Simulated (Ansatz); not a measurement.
CH3BSi, SMILES `B1C=[SiH]1` (charge 0, multiplicity 1).

Computed with PBE0/cc-pVTZ // PBE0-D3(BJ)/def2-TZVP (Ansatz, a program for electronic structure).

Ansatz 0.2 input:
```yaml
crystal:
  periodic: [false, false, false]
  atoms:
    - { symbol: B, position_ang: [-0.870769, -0.561574, 0.286479] }
    - { symbol: C, position_ang: [-0.22015, 0.715304, -0.088322] }
    - { symbol: Si, position_ang: [1.008591, -0.397219, 0.412956] }
    - { symbol: H, position_ang: [-1.874746, -1.181287, 0.401413] }
    - { symbol: H, position_ang: [-0.532486, 1.685965, -0.451743] }
    - { symbol: H, position_ang: [2.489563, -0.261187, 0.510382] }
basis:
  gaussian: { orbitals: cc-pVTZ }
hamiltonian:
  xc: pbe0
```

Output:

```
Functional definition: PBE0
849 factors; their error is unknown
mean field evaluation 1: about -9622.9134 eV, gradient 5.8e1 eV
mean field evaluation 2: about -9586.7747 eV, gradient 1.1e2 eV
mean field evaluation 4: about -9631.9048 eV, gradient 8.8e0 eV
mean field evaluation 8: about -9632.1672 eV, gradient 1.4e-1 eV
mean field -9632.19513132 eV, -353.9766421397 hartree, gradient 7.0e-5 eV, S^2 0.000000; 0 other end points of the search recorded, 0 dependent functions left out
reference -9632.19515786 eV, -353.9766431149 hartree; 14, 14 occupied and 122, 122 virtual orbitals, 849 factors
Total energy: -9632.19515786 eV, -353.9766431149 hartree
```
